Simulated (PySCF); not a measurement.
PySCF input for cyclotrisilazane (H₉N₃Si₃), SMILES N1[SiH2]N[SiH2]N[SiH2]1, PBE-D3(BJ)/def2-SVP. Geometry optimised at PBE-D3(BJ)/def2-SVP.

```python
import numpy as np
from pyscf import gto, scf, dft, df
from pyscf.hessian import thermo

mol = gto.M(
    atom='''
    Si   -0.10383366   -0.88900360    1.58963516
    N     0.45032537   -1.39882951    0.00000001
    Si   -0.10383366   -0.88900362   -1.58963515
    N    -0.28576423    0.84520106   -1.45413199
    Si    0.28393525    1.65966817   -0.00000001
    N    -0.28576423    0.84520108    1.45413198
    H     0.95311958   -1.36810664    2.55293617
    H    -1.42287687   -1.47167556    2.03809129
    H     1.21399124   -2.08148801    0.00000001
    H     0.95311958   -1.36810667   -2.55293616
    H    -1.42287687   -1.47167558   -2.03809128
    H    -1.00291317    1.31318997   -2.01462819
    H    -0.27232607    3.05668842   -0.00000002
    H     1.78434622    1.69372255   -0.00000001
    H    -1.00291317    1.31318999    2.01462817
    ''',
    basis='def2-SVP',
    charge=0,
    spin=0,
    max_memory=1600,
    verbose=3,
)
mf = dft.RKS(mol, xc='pbe').density_fit(auxbasis='def2-universal-jkfit')
mf.disp = 'd3bj'
mf.grids.level = 3
mf.conv_tol = 1e-11
mf.max_cycle = 100
mf.kernel()

# [left out here: the lines that compute and print the analytic Hessian (its translational invariance restored by hand, since the grid's response is missing), thermochemistry and intensities]
```

Log of the run:

```
converged SCF energy = -1037.24935147316

WARN: DFTD3 does not support analytical Hessian, using finite difference


WARN: Mole.unit (angstrom) is changed to Bohr

Mode                                 0                   1                   2
Irrep
Freq [cm^-1]                       76.7751            126.5119            166.2729
Reduced mass [au]                   2.6618              2.8870              2.3094
Force const [Dyne/A]                0.0092              0.0272              0.0376
Char temp [K]                     110.4623            182.0224            239.2296
Normal mode                   x     y     z       x     y     z       x     y     z
       0  Si                 0.05 -0.00  0.02    0.04  0.00  0.02    0.03  0.03  0.03
       1   N                -0.00 -0.00 -0.00   -0.14 -0.11  0.00   -0.05  0.03  0.00
       2  Si                -0.05  0.00  0.02    0.04  0.00 -0.02    0.03  0.03 -0.03
       3   N                 0.12  0.03 -0.05    0.03 -0.00  0.01   -0.08  0.01 -0.00
       4  Si                -0.00  0.00  0.01   -0.03  0.05 -0.00    0.03 -0.08 -0.00
       5   N                -0.12 -0.03 -0.05    0.03 -0.00 -0.01   -0.08  0.01  0.00
       6   H                 0.16  0.12 -0.04    0.14  0.03 -0.07    0.14  0.11 -0.05
       7   H                 0.13 -0.09  0.13    0.08  0.06  0.23    0.10 -0.04  0.16
       8   H                -0.00 -0.00 -0.04   -0.22 -0.20  0.00   -0.02  0.05 -0.00
       9   H                -0.16 -0.12 -0.04    0.14  0.03  0.07    0.14  0.11  0.05
      10   H                -0.13  0.09  0.13    0.08  0.06 -0.23    0.10 -0.04 -0.16
      11   H                 0.21  0.08 -0.12    0.03 -0.02 -0.01   -0.15 -0.00  0.07
      12   H                -0.00  0.00 -0.02   -0.12  0.01 -0.00    0.27  0.01  0.00
      13   H                -0.00  0.00  0.16   -0.03  0.14 -0.00    0.04 -0.35 -0.00
      14   H                -0.21 -0.08 -0.12    0.03 -0.02  0.01   -0.15 -0.00 -0.07
Mode                                 3                   4                   5
Irrep
Freq [cm^-1]                      223.2692            271.5699            303.9517
Reduced mass [au]                   1.9292              1.8507              2.3493
Force const [Dyne/A]                0.0567              0.0804              0.1279
Char temp [K]                     321.2347            390.7286            437.3188
Normal mode                   x     y     z       x     y     z       x     y     z
       0  Si                 0.01  0.04 -0.04   -0.00 -0.00  0.05   -0.00 -0.01 -0.02
       1   N                -0.00 -0.00 -0.03   -0.04  0.10  0.00   -0.00 -0.04 -0.00
       2  Si                -0.01 -0.04 -0.04   -0.00 -0.00 -0.05   -0.00 -0.01  0.02
       3   N                -0.03 -0.06  0.08    0.03 -0.01 -0.04   -0.08 -0.03  0.10
       4  Si                 0.00 -0.00  0.04   -0.03 -0.05 -0.00    0.04  0.05  0.00
       5   N                 0.03  0.06  0.08    0.03 -0.01  0.04   -0.08 -0.03 -0.10
       6   H                 0.01  0.00 -0.06    0.04 -0.05 -0.01    0.04  0.08 -0.01
       7   H                -0.01  0.09 -0.05    0.03 -0.04  0.08    0.05 -0.08  0.02
       8   H                -0.00 -0.00 -0.01    0.06  0.21 -0.00    0.15  0.13  0.00
       9   H                -0.01 -0.00 -0.06    0.04 -0.05  0.01    0.04  0.08  0.01
      10   H                 0.01 -0.09 -0.05    0.03 -0.04 -0.08    0.05 -0.08 -0.02
      11   H                 0.37  0.13 -0.27    0.33  0.15 -0.28    0.28  0.12 -0.22
      12   H                 0.00  0.00 -0.07   -0.11 -0.07 -0.00    0.12  0.08  0.00
      13   H                 0.00 -0.00  0.13   -0.03  0.09  0.00    0.05  0.03  0.00
      14   H                -0.37 -0.13 -0.27    0.33  0.15  0.28    0.28  0.12  0.22
Mode                                 6                   7                   8
Irrep
Freq [cm^-1]                      325.5052            384.9016            478.2660
Reduced mass [au]                   2.2287              1.5613              1.8762
Force const [Dyne/A]                0.1391              0.1363              0.2529
Char temp [K]                     468.3295            553.7876            688.1183
Normal mode                   x     y     z       x     y     z       x     y     z
       0  Si                -0.01 -0.05  0.04    0.00  0.01 -0.03   -0.02 -0.03  0.06
       1   N                 0.00 -0.00  0.04   -0.06 -0.11  0.00   -0.02  0.05 -0.00
       2  Si                 0.01  0.05  0.04    0.00  0.01  0.03   -0.02 -0.03 -0.06
       3   N                -0.06  0.04 -0.03    0.02  0.03 -0.04   -0.00 -0.02  0.03
       4  Si                 0.00  0.00 -0.05   -0.02 -0.02 -0.00    0.05  0.05  0.00
       5   N                 0.06 -0.04 -0.03    0.02  0.03  0.04   -0.00 -0.02 -0.03
       6   H                -0.06 -0.10  0.07    0.02  0.03 -0.03    0.04 -0.04 -0.01
       7   H                -0.06  0.04  0.02   -0.01  0.02 -0.07   -0.00 -0.02  0.12
[...]
      11   H                -0.08 -0.45 -0.27    0.08  0.45  0.29   -0.02 -0.09 -0.04
      12   H                 0.00  0.00 -0.13    0.06  0.06  0.00   -0.00 -0.00 -0.02
      13   H                -0.00 -0.00  0.06    0.00 -0.10  0.00   -0.00  0.00  0.01
      14   H                 0.08  0.45 -0.27    0.08  0.45 -0.29    0.02  0.09 -0.04
Mode                                30                  31                  32
Irrep
Freq [cm^-1]                     2119.1499           2124.3218           2136.3210
Reduced mass [au]                   1.0476              1.0509              1.0337
Force const [Dyne/A]                2.7719              2.7942              2.7795
Char temp [K]                    3048.9849           3056.4261           3073.6902
Normal mode                   x     y     z       x     y     z       x     y     z
       0  Si                -0.03 -0.01  0.00   -0.03 -0.00 -0.00    0.01 -0.01  0.02
       1   N                -0.00  0.00  0.00    0.00  0.00  0.00   -0.00 -0.00  0.00
       2  Si                 0.03  0.01  0.00   -0.03 -0.00  0.00   -0.01  0.01  0.02
       3   N                 0.00  0.00  0.00    0.00 -0.00 -0.00    0.00  0.00  0.00
       4  Si                -0.00  0.00 -0.00    0.00 -0.00 -0.00    0.00  0.00 -0.00
       5   N                -0.00 -0.00  0.00    0.00 -0.00  0.00   -0.00 -0.00  0.00
       6   H                 0.16 -0.08  0.16    0.23 -0.11  0.22   -0.46  0.20 -0.41
       7   H                 0.57  0.25 -0.19    0.52  0.23 -0.18    0.21  0.09 -0.06
       8   H                 0.00 -0.00 -0.00   -0.01 -0.00 -0.00    0.00  0.00  0.01
       9   H                -0.16  0.08  0.16    0.23 -0.11 -0.22    0.46 -0.20 -0.41
      10   H                -0.57 -0.25 -0.19    0.52  0.23  0.18   -0.21 -0.09 -0.06
      11   H                 0.00  0.00  0.00   -0.00 -0.00 -0.00   -0.00  0.00  0.00
      12   H                -0.00 -0.00  0.00   -0.01  0.02  0.00    0.00 -0.00  0.00
      13   H                 0.00  0.00  0.00   -0.02 -0.00  0.00   -0.00  0.00  0.00
      14   H                -0.00 -0.00  0.00   -0.00 -0.00  0.00    0.00 -0.00  0.00
Mode                                33                  34                  35
Irrep
Freq [cm^-1]                     2141.4855           2168.8987           2175.3058
Reduced mass [au]                   1.0318              1.0409              1.0410
Force const [Dyne/A]                2.7879              2.8849              2.9022
Char temp [K]                    3081.1208           3120.5624           3129.7807
Normal mode                   x     y     z       x     y     z       x     y     z
       0  Si                -0.00  0.01 -0.02    0.00  0.00 -0.00    0.00 -0.00  0.00
       1   N                -0.00 -0.00 -0.00   -0.00 -0.00  0.00   -0.00  0.00  0.00
       2  Si                -0.00  0.01  0.02    0.00  0.00  0.00    0.00 -0.00 -0.00
       3   N                 0.00  0.00  0.00    0.00 -0.00 -0.00   -0.00  0.00  0.00
       4  Si                 0.00  0.00  0.00    0.01 -0.03 -0.00    0.03  0.00  0.00
       5   N                 0.00  0.00 -0.00    0.00 -0.00  0.00   -0.00  0.00 -0.00
       6   H                 0.42 -0.18  0.38    0.04 -0.02  0.04   -0.06  0.03 -0.05
       7   H                -0.30 -0.13  0.09   -0.04 -0.02  0.01    0.02  0.01 -0.01
       8   H                 0.00  0.00 -0.00    0.00  0.00  0.00    0.00  0.00  0.00
       9   H                 0.42 -0.18 -0.38    0.04 -0.02 -0.04   -0.06  0.03  0.05
      10   H                -0.30 -0.13 -0.09   -0.04 -0.02 -0.01    0.02  0.01  0.01
      11   H                -0.00  0.00  0.00   -0.00 -0.00  0.00    0.01  0.01 -0.00
      12   H                 0.04 -0.10 -0.00   -0.36  0.90  0.00    0.01  0.00 -0.00
      13   H                -0.12  0.00 -0.00   -0.00 -0.01  0.00   -0.97 -0.02  0.00
      14   H                -0.00  0.00 -0.00   -0.00 -0.00 -0.00    0.01  0.01  0.00
Mode                                36                  37                  38
Irrep
Freq [cm^-1]                     3518.2823           3528.1124           3528.3157
Reduced mass [au]                   1.0751              1.0755              1.0757
Force const [Dyne/A]                7.8406              7.8874              7.8900
Char temp [K]                    5062.0249           5076.1682           5076.4608
Normal mode                   x     y     z       x     y     z       x     y     z
       0  Si                 0.00 -0.00  0.00   -0.00 -0.00  0.00   -0.00 -0.00  0.00
       1   N                 0.05 -0.05 -0.00    0.00 -0.00 -0.00   -0.01  0.01 -0.00
       2  Si                 0.00 -0.00 -0.00    0.00  0.00  0.00   -0.00 -0.00 -0.00
       3   N                -0.01  0.00 -0.00    0.03 -0.02  0.03   -0.03  0.02 -0.03
       4  Si                 0.00  0.00 -0.00    0.00 -0.00 -0.00   -0.00  0.00 -0.00
       5   N                -0.01  0.00  0.00   -0.03  0.02  0.03   -0.03  0.02  0.03
       6   H                -0.00  0.00  0.00    0.00 -0.00  0.00    0.00 -0.00  0.00
       7   H                -0.00 -0.00  0.00    0.00 -0.00 -0.00    0.00 -0.00 -0.00
       8   H                -0.71  0.63 -0.00   -0.00  0.00 -0.00    0.12 -0.10 -0.00
       9   H                -0.00  0.00 -0.00   -0.00  0.00  0.00    0.00 -0.00 -0.00
      10   H                -0.00 -0.00 -0.00   -0.00  0.00 -0.00    0.00 -0.00  0.00
      11   H                 0.08 -0.05  0.06   -0.48  0.32 -0.38    0.46 -0.31  0.37
      12   H                 0.00  0.00 -0.00   -0.00  0.00 -0.00    0.00  0.00 -0.00
      13   H                 0.00  0.00  0.00   -0.00 -0.00 -0.00    0.00  0.00 -0.00
      14   H                 0.08 -0.05 -0.06    0.47 -0.31 -0.37    0.47 -0.31 -0.37
temperature 298.1500 [K]
pressure 101325.00 [Pa]
Rotational constants [GHz] 2.31641 2.00893 1.17984
Symmetry number 1
Zero-point energy (ZPE) 0.09870 [Eh]   259135.105 [J/mol]
                           tot       elec      trans        rot        vib
Entropy [J/mol/K]       381.303      0.000    169.955    119.082     92.266
Cv [J/mol/K]            145.374      0.000     12.472     12.472    120.431
Cp [J/mol/K]            153.689      0.000     20.786     12.472    120.431
Internal energy [J/mol]                      3718.434   3718.434 275307.552
Internal energy [Eh]   -1037.14166  -1037.24935
Enthalpy [J/mol]                             6197.391   3718.434 275307.552
Enthalpy [Eh]          -1037.14072
Gibbs free energy [J/mol]                  -44474.691 -31785.987 247798.526
Gibbs free energy [Eh] -1037.18402
mode   freq/cm-1   IR/(km/mol)
   1       76.78         0.824
   2      126.51         0.843
   3      166.27         1.253
   4      223.27        63.310
   5      271.57         7.813
   6      303.95        76.892
   7      325.51        23.193
   8      384.90        25.074
   9      478.27         0.344
  10      563.50         4.691
  11      593.07        17.940
  12      614.83        12.053
  13      649.85         0.229
  14      662.32        26.994
  15      671.18         0.456
  16      713.87       100.480
  17      742.36        18.480
  18      754.90         0.490
  19      791.72         1.200
  20      877.28        79.287
  21      892.43       118.930
  22      902.82         0.399
  23      911.93       230.656
  24      929.62       589.562
  25      952.10       400.062
  26      973.16        39.761
  27      973.99         0.024
  28     1092.75        84.938
  29     1113.64       195.600
  30     1149.48       179.204
  31     2119.15        10.880
  32     2124.32       342.521
  33     2136.32       245.017
  34     2141.49       141.594
  35     2168.90       125.307
  36     2175.31       129.674
  37     3518.28        24.111
  38     3528.11        20.868
  39     3528.32        56.812
max |gradient| / (hartree/bohr): 6.305681041655182e-05
APT charges: [ 1.4773 -1.0402  1.4773 -1.0482  1.4911 -1.0482 -0.306  -0.311   0.1547
 -0.306  -0.311   0.1644 -0.2767 -0.2819  0.1644]
```

Self-consistency was reached.
